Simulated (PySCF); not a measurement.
6H-1,3-oxazine (C₄H₅NO), SMILES C1=CN=COC1.

Geometry: B3LYP-D3(BJ)/def2-SVP. The geometry has at least one imaginary mode, so it is a saddle point at that level. Other conformers were not sampled.

These are B3LYP-D3(BJ)/def2-SVP (PySCF 2.14.0) values and carry that method's errors.

No scaling factor is applied to the harmonic values.

| mode | ν (cm⁻¹) | IR (km/mol) | Raman (Å⁴/amu) | depolarisation | moving atoms (share of kinetic energy) |
|---|---|---|---|---|---|
| 1 | 67i | 0.2 | 1.0 | 0.75 | H 32 %, O 30 %, C 24 %, N 14 % |
| 2 | 330 | 1.5 | 2.9 | 0.75 | C 55 %, H 34 %, O 10 % |
| 3 | 532 | 11.2 | 2.7 | 0.75 | C 42 %, O 32 %, N 21 % |
| 4 | 554 | 38.5 | 0.9 | 0.75 | H 48 %, C 28 %, N 21 % |
| 5 | 673 | 3.1 | 6.0 | 0.74 | C 72 %, O 13 %, N 9 % |
| 6 | 769 | 6.3 | 5.0 | 0.75 | H 61 %, C 23 %, N 14 % |
| 7 | 864 | 11.6 | 9.8 | 0.21 | C 46 %, O 32 %, H 12 %, N 10 % |
| 8 | 958 | 0.3 | 1.3 | 0.75 | H 69 %, C 29 % |
| 9 | 967 | 15.3 | 2.5 | 0.48 | C 42 %, H 32 %, O 13 %, N 13 % |
| 10 | 985 | 3.3 | 7.0 | 0.57 | C 45 %, N 34 %, H 17 % |
| 11 | 993 | 0.5 | 2.3 | 0.75 | H 74 %, C 26 % |
| 12 | 1042 | 8.9 | 0.5 | 0.75 | H 58 %, C 41 % |
| 13 | 1054 | 8.1 | 5.5 | 0.20 | C 75 %, H 19 % |
| 14 | 1192 | 58.1 | 9.9 | 0.62 | H 55 %, C 29 %, O 16 % |
| 15 | 1228 | 113.0 | 8.7 | 0.68 | H 48 %, C 32 %, O 16 % |
| 16 | 1243 | 0.1 | 7.7 | 0.75 | H 95 % |
| 17 | 1379 | 14.4 | 1.8 | 0.36 | H 80 %, C 11 %, O 9 % |
| 18 | 1414 | 25.6 | 10.4 | 0.33 | H 65 %, C 19 %, N 14 % |
| 19 | 1424 | 6.8 | 8.1 | 0.58 | H 59 %, C 36 % |
| 20 | 1500 | 0.7 | 27.3 | 0.55 | H 91 % |
| 21 | 1690 | 116.4 | 59.1 | 0.15 | C 69 %, N 24 % |
| 22 | 1720 | 110.3 | 2.8 | 0.28 | C 77 %, N 16 % |
| 23 | 2997 | 72.5 | 206.3 | 0.13 | H 95 % |
| 24 | 3025 | 34.4 | 140.4 | 0.75 | H 90 %, C 10 % |
| 25 | 3169 | 17.8 | 134.2 | 0.33 | H 91 %, C 9 % |
| 26 | 3179 | 4.9 | 70.5 | 0.60 | H 92 %, C 8 % |
| 27 | 3198 | 13.3 | 180.5 | 0.15 | H 91 %, C 9 % |
